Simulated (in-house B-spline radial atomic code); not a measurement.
# Rh IX (Rh8+): [Kr] 4d1

Level of theory: non-relativistic wB97X, spin-polarised, spherical fractional occupations, point nucleus; calculated with a B-spline radial code for spherical atoms.

Z_r = [3n² - l(l+1)]/(2<r>); Z_e = n√(-2ε); the last column is Slater's effective charge. Values are occupation-weighted means over spin.

```
shell  electrons   ε (eV)  <r> (bohr)    Z_r    Z_e  Slater
   1s          2   -22571     0.03385  44.32  40.73   44.70
   2s          2  -3349.3      0.1472  40.77  31.38   40.85
   2p          6  -3114.1       0.126  39.70  30.26   40.85
   3s          2  -719.06      0.4016  33.61  21.81   33.75
   3p          6  -625.78      0.3944  31.69  20.35   33.75
   3d         10  -454.54       0.368  28.53  17.34   23.85
   4s          2  -212.75       0.956  25.11  15.82   17.25
   4p          6  -181.54       1.003  22.92  14.61   17.25
   4d          1  -123.33        1.13  18.58  12.04    9.00
```

The least bound orbital is 4d up at -123.3 eV, and it is also the most diffuse (<r> = 1.13 bohr).

Caution: exact exchange at fractional occupations of open shells leaves self-interaction of up to several eV.
